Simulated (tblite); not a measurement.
Compound: C₃H₁₀O₃Si.
Numbering: `[CH3:1][O:2][CH2:3][O:4][SiH2:5][O:6][CH3:7]` (hydrogens: H8, H9, H10 on C1; H11, H12 on C3; H13, H14 on Si5; H15, H16, H17 on C7)

Computed geometry: GFN2-xTB, gas phase.

Task: What internal coordinates does the optimisation give?

Result: 
| bond | length (Å) | order |
| --- | --- | --- |
| C1–O2 | 1.415 | single |
| O2–C3 | 1.386 | single |
| C3–O4 | 1.383 | single |
| O4–Si5 | 1.636 | single |
| Si5–O6 | 1.612 | single |
| O6–C7 | 1.398 | single |
| C1–H8, C1–H9, C1–H10 | 1.092 | single |
| C3–H11, C3–H12 | 1.101 | single |
| Si5–H13 | 1.465 | single |
| Si5–H14 | 1.453 | single |
| C7–H15, C7–H16, C7–H17 | 1.092 | single |

Bonds in one row agree within 0.01 Å and their mean is given. Orders are formal, as drawn. A selection of angles:
| angle | degrees |
| --- | --- |
| O2–C1–H8 | 106.2 |
| O2–C1–H9 | 111.2 |
| H8–C1–H9 | 109.8 |
| C1–O2–C3 | 113.7 |
| O2–C3–O4 | 113.7 |
| O2–C3–H11 | 111.1 |
| O2–C3–H12 | 105.3 |
| O4–C3–H11 | 106.7 |
| O4–C3–H12 | 110.3 |
| H11–C3–H12 | 109.7 |
| C3–O4–Si5 | 125.7 |
| O4–Si5–O6 | 106.4 |
| O4–Si5–H13 | 108.1 |
| O4–Si5–H14 | 114.2 |
| O6–Si5–H13 | 113.9 |
| O6–Si5–H14 | 99.5 |
| H13–Si5–H14 | 114.3 |
| Si5–O6–C7 | 130.4 |
| O6–C7–H15 | 111.1 |
| O6–C7–H16 | 110.3 |
| O6–C7–H17 | 107.8 |
| H15–C7–H16 | 108.9 |

Dihedral angles: C1–O2–C3–O4 68° (synclinal); O2–C3–O4–Si5 50° (synclinal); C3–O4–Si5–O6 -175° (antiperiplanar); O4–Si5–O6–C7 -57° (synclinal). The mirror-image conformer, all signs reversed, is as good.

O4 (silyl ether oxygen) is bent (angle 125.7°). The O–Si distances run from 1.612 Å (Si5–O6, drawn single) to 1.636 Å (O4–Si5, drawn single), a spread of 0.024 Å. Of the pairs four or more bonds apart, O4···H9 is among the closest relative to their van der Waals radii: 2.61 Å, 96 % of the sum of Bondi's values. The C–O distances run from 1.383 Å (C3–O4, drawn single) to 1.415 Å (C1–O2, drawn single), a spread of 0.032 Å. Si5 (oxygen-bound silicon) is distorted tetrahedral (angles from 99.5° to 114.3°).

Point group: C1 (no symmetry element, even within 0.4 Å). Its GFN2-xTB frequencies are all real (lowest 34 cm⁻¹). The numbers are those of one conformer. 3 starts were optimised and ended at 0.00, 0.94 and 2.35 kcal/mol (GFN2-xTB); the lowest of these is shown.
